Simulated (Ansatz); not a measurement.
A single point on AlH4O2Si, SMILES `[OH][Al][O][SiH3]` radical.

```yaml
crystal:
  periodic: [false, false, false]
  atoms:
    - {symbol: O, position_ang: [0.891892, 1.682167, -2.054965]}
    - {symbol: Al, position_ang: [1.024227, 1.383362, -0.387415]}
    - {symbol: O, position_ang: [0.157941, 0.097265, 0.259365]}
    - {symbol: Si, position_ang: [-0.645532, -1.116928, 0.980814]}
    - {symbol: H, position_ang: [1.359484, 2.399288, -2.481999]}
    - {symbol: H, position_ang: [-0.775604, -0.854910, 2.439647]}
    - {symbol: H, position_ang: [-2.006769, -1.249866, 0.397978]}
    - {symbol: H, position_ang: [0.086560, -2.397378, 0.790874]}
basis:
  gaussian: {orbitals: def2-QZVPP}
magnetization: {spin_polarized: true, initial_magnetization: 1}
correlation: {method: mp2}
scf: {omitted_lower_state_checks: [cluster_reference]}
```

```sh
$ ansatz run in.yaml --threads 4 --pin off --events-out ev --progress --plain --max-ram 10444MiB
```

Output, abridged:

```
Functional definition: HF
2241 factors; integrals over basis functions are off by at most 9.2e-4 eV
mean field evaluation 1: about -18582.9047 eV, gradient 4.1e1 eV
mean field evaluation 2: about -18582.9070 eV, gradient 4.1e1 eV
mean field evaluation 4: about -18589.5327 eV, gradient 3.0e0 eV
mean field evaluation 8: about -18589.6953 eV, gradient 2.2e-1 eV
mean field -18589.69608450 eV, -683.1587305568 hartree, gradient 2.5e-6 eV, S^2 0.752295; 0 other end points of the search recorded, 0 dependent functions left out
12 core orbitals not correlated: weight in the atoms' cores, before any rotation towards them, 1.000 or more for the frozen orbitals, at most 0.000 for the correlated occupied ones
reference -18589.69608450 eV, -683.1587305568 hartree; 12, 11 occupied and 350, 351 virtual orbitals, 2241 factors
second order -19.29688466 eV of doubles, -0.00000000 eV of singles
Total energy: -18608.99296916 eV, -683.8678779881 hartree
Checks for a lower state left out: cluster_reference
```

It took 7.5 s on 4 threads of an Intel Xeon 6975P-C on a shared host, with 1.6 GiB of host memory at the peak.
